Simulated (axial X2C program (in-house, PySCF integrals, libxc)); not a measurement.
Which molecule has these constants?

Calculated with an in-house relativistic program for diatomic molecules, spin-free (one-electron X2C) or two-component (2c: spin–orbit coupling with atomic mean-field Coulomb and Gaunt terms, which also bring small scalar terms), in Dyall basis sets with cores contracted in-house; open shells are unrestricted.

A two-component PBE0 calculation in a Dyall 3-zeta basis gave Re = 2.939 Å, ωe = 196.2 cm⁻¹, De = 2.47 eV, dipole magnitude 10.13 D, Ω = 3/2.

Question: Which molecule is it?
A. KV
B. KSc
C. KSe
D. KAs
E. KGe

Answer: C. The others have KV 3.434 Å and 106.0 cm⁻¹ (Ω = 2); KAs 3.118 Å and 166.8 cm⁻¹ (Ω = 1); KGe 3.063 Å and 158.2 cm⁻¹ (Ω = 3/2); KSc 3.981 Å and 82.4 cm⁻¹ (Ω = 2).

Each entry is the lowest single determinant of a limited PBE0 search at one distance. De goes to single-determinant-based atoms at the same level (for ions the charge split of lowest energy) and is withheld (n/a) where an atom does not fit its ground term or J level. Main or longest-lived isotopes. One determinant is a doubtful description, or other states lie close, for KSe, KV, KAs, KGe, KSc; these need not be ground states, and all values refer to the states named. Some open-shell Ω = 0 determinants are out of reach, so the Ω given for KV, KAs, KSc need not be the lowest component. With several unpaired electrons the Ω given is that of one determinant, not necessarily of the lowest component. Some light 2c atoms are not at their ground J level, so De misses part of their lowering (0.04 eV or less). The functionals have no current term, which raises determinants with orbital currents. Where the atoms have a lower orbital projection than the molecule, De at mean-field level may be about a tenth of an eV too small.
